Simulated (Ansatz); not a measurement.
This geometry of C2H5AlO (9 atoms, charge 0, multiplicity 1) is a first-order saddle point.

All numbers below come from RKS PBE0/cc-pVDZ in Ansatz 0.2.0.

```xyz
9
Properties=species:S:1:pos:R:3
C -0.257 1.213 -0.684
C 0.355 0.121 -0.197
O 1.654 -0.178 -0.610
Al -0.504 -0.991 1.190
H 0.227 1.857 -1.428
H -1.255 1.491 -0.336
H 1.593 -0.710 -1.414
H 0.200 -2.325 1.711
H -1.925 -0.522 1.750
```

Problem. Which two structures does it join? (They come from a converged band through this point; their orientation in space is the band's.)

Solution. No bond is made or broken. The dihedral Al4–C2–O3–H7 goes from 0 to 180°.

Initial state:

```xyz
9
Properties=species:S:1:pos:R:3
C -0.313 1.274 -0.669
C 0.330 0.132 -0.347
O 1.483 -0.174 -1.019
Al -0.480 -0.968 1.066
H 0.062 1.951 -1.445
H -1.235 1.547 -0.152
H 1.823 -1.010 -0.681
H 0.246 -2.333 1.481
H -1.827 -0.465 1.748
```

Final state:

```xyz
9
Properties=species:S:1:pos:R:3
C -0.206 1.133 -0.650
C 0.334 -0.030 -0.234
O 1.483 -0.551 -0.749
Al -0.566 -1.051 1.192
H 0.248 1.747 -1.441
H -1.130 1.504 -0.202
H 1.817 0.048 -1.436
H 0.018 -2.432 1.730
H -1.909 -0.414 1.773
```

Problem. How far does it lie above each of them?

Solution. 0.238 eV above the first and 0.286 eV above the second. This is the barrier of this one path; another mechanism may lie lower.

Run time: 2.5 min on 1 thread of Arm Neoverse V2 (shared host), peak memory 0.16 GiB.
